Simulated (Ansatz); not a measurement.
Basis sets compared for the cluster AlSi₆. Total charge 0; doublet. Geometry B3LYP-D4/def2-SVP. Ansatz on 4 threads of Intel Xeon on a shared host; times are rough, and most runs start from earlier orbitals.

Cartesian coordinates in Å:
```
Al 0.852 -0.888 1.223
Si -0.333 3.080 0.487
Si -0.368 0.910 -0.342
Si -1.300 0.043 -2.331
Si 0.662 1.435 1.702
Si -0.273 -1.499 -1.023
Si 0.761 -3.081 0.284
```

Another isomer (doublet) lies 1.00 eV lower at PBE0-D4/def2-TZVP; other spin states weren't run for this one.

Binding counts from free atoms (Al doublet, Si triplet) in the same basis, without a counterpoise term.

| level | functions | energy (Eh) | HOMO (eV) | LUMO (eV) | binding per atom (eV) | wall time |
| --- | --- | --- | --- | --- | --- | --- |
| PBE-D4/def2-SVP | 126 | -1977.7202 | -5.11 | -4.55 | 3.24 | 8 s |
| PBE0-D4/def2-SVP | 126 | -1977.8717 | -5.85 | -3.92 | 3.09 | 14 s |

Task: Estimate the rows for PBE-D4/def2-TZVP (with forces), PBE0-D4/def2-TZVP.

Result: 
```json
{"level": "PBE-D4/def2-TZVP (with forces)", "functions": "259", "energy (Eh)": "-1978.4071", "HOMO (eV)": "-5.05", "LUMO (eV)": "-4.46", "binding per atom (eV)": "3.27", "wall time": "21 s"}
{"level": "PBE0-D4/def2-TZVP", "functions": "259", "energy (Eh)": "-1978.5533", "HOMO (eV)": "-5.79", "LUMO (eV)": "-3.79", "binding per atom (eV)": "3.14", "wall time": "57 s"}
```
